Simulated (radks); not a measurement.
The numbers below are computed, except where a source is named.
All-electron atom: P4+ in [Ne] 3s1.

Code: a radial shooting solver on a logarithmic mesh with Libxc functionals. Model: scalar-relativistic Kohn-Sham, r2SCAN, spin-polarised, spherical densities, finite nucleus; open shells are filled with parallel spins first; meta-GGA in the generalised Kohn-Sham scheme; Fermi nuclear charge, rms radius 3.1889 fm.

Energy parts (hartree):
| part | energy |
|---|---|
| total | -338.00519 |
| kinetic | 339.18388 |
| electron-nucleus | -783.19197 |
| Hartree | 127.80551 |
| exchange-correlation | -21.80261 |

Orbitals (lengths in bohr, moments of r in powers of bohr; <r^-3> diverges for s and p1/2; r(90%) holds 90 % of the orbital's charge):
| orbital | occ. | eigenvalue (hartree) | <r^2> | r(90%) | <r^-3> |
|---|---|---|---|---|---|
| 1s up | 1 | -79.19530 | 0.01444 | 0.185 | - |
| 1s down | 1 | -79.18608 | 0.01445 | 0.185 | - |
| 2s up | 1 | -8.61959 | 0.3159 | 0.808 | - |
| 2s down | 1 | -8.61051 | 0.3160 | 0.808 | - |
| 2p up | 3 | -6.73323 | 0.2890 | 0.801 | 64.21 |
| 2p down | 3 | -6.72032 | 0.2875 | 0.799 | 64.26 |
| 3s up | 1 | -2.19893 | 2.907 | 2.34 | - |

The highest occupied level is 3s up at -59.836 eV. The spin density at the nucleus is 11.12 e/bohr^3 (1s 0.28, 2s 0.21, 3s 10.63). Summed over all electrons, <r^2> = 5.297 bohr^2, which gives a Langevin (diamagnetic) susceptibility term of -4.2 x 10^-6 cm^3/mol. Spin moment in Bohr magnetons: 1. For comparison, the ionisation energy in NIST's Atomic Spectra Database is 65.025 eV (measured). In exact Kohn-Sham theory the highest level is minus the ionisation energy, but local and semilocal functionals leave it too shallow, through self-interaction and a potential that decays too fast; potentials with the right tail come closer. The electron density at the nucleus is 2389 e/bohr^3 (large components only). The density falls to 0.001 e/bohr^3 at r = 2.75 bohr.
